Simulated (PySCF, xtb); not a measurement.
SnH₃, SMILES [SnH3+], charge +1.

Harmonic wavenumbers (cm⁻¹) from GFN2-xTB in xtb at its own minimum, in rising order: 519, 535, 535, 1221, 1527, 1528.

**Question.** What does PBE-D3(BJ)/def2-TZVPD (PySCF) give at its own minimum? (The exact figures need the calculation; the answer reports its results.)

**Answer.** 648, 648, 652, 1906, 1972, 1972. Paired by order, the mean absolute difference is 322 cm⁻¹ and the zero-point energies are 8.4 and 11.1 kcal/mol.
